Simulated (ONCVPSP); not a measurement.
aluminium (Al), ONCV: configuration errors across variants

| Quantity | Value |
| --- | --- |
| Element | aluminium (Al) |
| Generator | ONCVPSP 4.0.1 |
| Type | optimised norm-conserving Vanderbilt (ONCV) |
| Functional | PBE |
| Relativity | non-relativistic |
| Frozen core | [He] |
| Valence charge | 11 |
| Reference configuration | 2s2 2p6 3s2 3p1 |
| Partial waves | 2s+3s: rc 1.10 bohr, ncon 3, nbas 7, qcut 8.6 1/bohr, 2 projectors; 2p+3p: rc 1.10 bohr, ncon 4, nbas 7, qcut 14.9 1/bohr, 2 projectors; d scattering state at 0.09 Ha: rc 1.15 bohr, ncon 4, nbas 7, qcut 8.5 1/bohr, 3 projectors, debl 2.2 Ha |
| Local potential | polynomial inside 0.90 bohr (lpopt 3, dvloc0 0 Ha) |
| Core correction | polynomial model core, fcfact 0.2 |

All-electron excitation energies from the reference (eV): (1) 2s2 2p6 3s2 3p0 5.771; (2) 2s2 2p6 3s1 3p0 24.963; (3) 2s2 2p6 3s1 3p1 11.543.

Errors AE − PS in meV (a dash: test not solved or not reliable):

```
      change   (1)   (2)   (3)  bound ghosts  GHOST(+) flags above zero
        base  +0.3  -0.2  -0.5          none                          d
 s: qcut 5.5  +0.3  +0.2   0.0          none                          d
 s: qcut 6.5  +0.3   0.0  -0.2          none                          d
 s: qcut 7.9  +0.3  -0.2  -0.4          none                          d
s: qcut 10.4  +0.3  -0.3  -0.5          none                          d
s: qcut 11.3  +0.3  -0.3  -0.5          none                          d
s: qcut 12.7  +0.3  -0.3  -0.5          none                          d
```

**Question.** Give the same row for: s: qcut 9.3.

**Answer.** +0.3, -0.3, -0.5; bound ghosts: none; GHOST(+) flags above zero: d.
